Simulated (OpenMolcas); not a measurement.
An OpenMolcas run meant for Nb3+ (ANO-RCC-VQZP, X2C; inactive shells 1s 2s 2p 3s 3p 3d 4s 4p; intended active space 2 electrons in 5 orbitals (4d)). One step of its input:

```
&CASPT2
Multistate=10 1 2 3 4 5 6 7 8 9 10
Frozen=8 6
IPEA=0.25
Imaginary=3.0
MaxIter=60
WThr=0.0 0.3 0.05
PrWF=0.5
NoMix
```

The run finished. Its levels beside those of a sound run (SS-CASPT2, IPEA 0.25 Eh, imaginary shift 0.1 Eh (closed shells correlated: 4s 4p)), in cm-1 above each run's lowest level:

```json
{"Level": "4d2 3F2", "This run": "0.0", "Usual run": "0.0"}
{"Level": "4d2 3F3", "This run": "1046", "Usual run": "1067"}
{"Level": "4d2 3F4", "This run": "2278", "Usual run": "2297"}
{"Level": "4d2 1D2", "This run": "9434", "Usual run": "7882"}
{"Level": "4d2 3P0", "This run": "10746", "Usual run": "10419"}
{"Level": "4d2 3P1", "This run": "11062", "Usual run": "10735"}
{"Level": "4d2 3P2", "This run": "12056", "Usual run": "11601"}
{"Level": "4d2 1G4", "This run": "14848", "Usual run": "14084"}
```

Which setting is unsound, and how much does it matter here?

The level shift is far above the usual 0.1 to 0.3 hartree and damps the second-order energy. Against the sound run the excited levels shown move by 490 cm-1 on average and by 1600 cm-1 at most.

CASPT2 breaks the degeneracy within a term, and the mean is taken; among the terms shown or strongly mixed into the levels shown the widest spread is 600 cm-1 (4d2 1G, the sound run). Some high roots are left out of the spin-orbit mixing, which shifts the levels that they would mix with. Levels of configurations outside the active space are missing.
